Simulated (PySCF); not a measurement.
CrO$_{3}$, singlet, geometry from GFN2-xTB (such geometries of metal compounds can be far from the true shape); B3LYP/6-31G, TDDFT in PySCF.

Input for PySCF:
```python
from pyscf import gto, scf, dft, tdscf

mol = gto.Mole()
mol.atom = '''
    Cr    0.127071   -0.106123   -0.153246
    O    -1.151676   -0.972620    0.050674
    O    -0.207592    1.298290   -0.739096
    O     0.978054   -0.007302    1.148160
'''
mol.basis = '6-31g'
mol.charge = 0
mol.spin = 0
mol.verbose = 3
mol.build()

mf = dft.RKS(mol)
mf.xc = 'b3lyp'
mf.kernel()
td = mf.TDDFT()
td.nstates = 10
td.kernel()
td.analyze()
```

The log (banner, timings and long lists left out):

```
converged SCF energy = -1269.97928623443
Excitation energies (eV)
[1.81188585 2.75684155 2.75695093 3.06307642 3.16620875 3.16626381
 4.00133249 4.00269854 4.05861527 4.05866012]

** Singlet excitation energies and oscillator strengths **
Excited State   1:      1.81189 eV    684.28 nm  f=0.0000
Excited State   2:      2.75684 eV    449.73 nm  f=0.0057
Excited State   3:      2.75695 eV    449.71 nm  f=0.0057
Excited State   4:      3.06308 eV    404.77 nm  f=0.0053
Excited State   5:      3.16621 eV    391.59 nm  f=0.0005
Excited State   6:      3.16626 eV    391.58 nm  f=0.0005
Excited State   7:      4.00133 eV    309.86 nm  f=0.0036
Excited State   8:      4.00270 eV    309.75 nm  f=0.0000
Excited State   9:      4.05862 eV    305.48 nm  f=0.0010
Excited State  10:      4.05866 eV    305.48 nm  f=0.0010
```
